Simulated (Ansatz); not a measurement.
`[OH][Ge]([OH])([F])[SiH3]` + H–F → `[OH][Ge]([F])([F])[SiH3]` + H₂O  (ligand exchange at a Ge–O bond)

Program: Ansatz. Geometries: PBE0-D4/def2-TZVP. ΔE: electronic, gas phase. CCSD(T)/CBS adds triple-zeta CCSD(T) − MP2 to the extrapolated MP2 energy (def2 sets, frozen cores). This one scheme is used for every species. DFT in def2-TZVPP. B3LYP here is the variant with VWN-RPA as its local correlation; programs differ in this. HSE06 is defined as in plane-wave codes. For Ge outer-core shells are correlated without core-valence functions, which leaves a few kJ/mol of doubt a bond. Scalar relativity is left out up to krypton. One conformer a species, not always the lowest.

```csv
level,ΔE (kJ/mol),difference from CCSD(T)/CBS
BLYP-D4,-33.5,-5.6
r2SCAN-D4,-33.5,-5.6
r2SCANh-D4,-32.7,-4.8
HSE06-D4,-29.7,-1.8
PBE-QIDH,-28.9,-1.0
r2SCAN,-34.0,-6.1
B3LYP,-36.2,-8.3
r2SCAN0,-32.4,-4.5
BHLYP,-36.0,-8.1
LC-ωPBE,-33.8,-5.9
CCSD/def2-SVP,-34.9,-7.0
MP2/def2-TZVPP,-26.1,1.8
SCS-MP2/def2-TZVPP,-29.3,-1.4
CCSD/def2-TZVPP,-29.4,-1.5
MP2/def2-QZVPP,-26.7,1.2
CCSD/CBS(def2),-29.2,-1.3
CCSD(T)/CBS,-27.9,0
```

Question: What do rigid-rotor, harmonic-oscillator terms from PBE0-D4/def2-TZVP frequencies (298.15 K, 1 bar) make of the CCSD(T)/CBS value? (Estimate.)

Answer: The calculation gave: ΔZPE = +1.8 kJ/mol, ΔH = -26.4 kJ/mol, ΔS = 7 J/(mol·K), ΔG = -28.4 kJ/mol.

Largest T1 diagnostic among the species: 0.013.

At CCSD(T), def2-SVP lies −6.1 kJ/mol from the extrapolated value and def2-TZVPP −0.2 kJ/mol. The D4 term adds +3.2 kJ/mol with B3LYP and +1.8 kJ/mol with PBE0; it sums over pairs of atoms, weighted by their polarisabilities, and B3LYP, whose exchange is more repulsive, gets the larger term. In def2-TZVPP, CCSD(T) changes the Hartree–Fock value by +10.5 kJ/mol (the triples alone add +1.3 kJ/mol) and MP2 by +12.4 kJ/mol.

CCSD(T)/CBS has its own doubt, a few kJ/mol and more with outer-core shells, so smaller differences from it don't rank the levels.
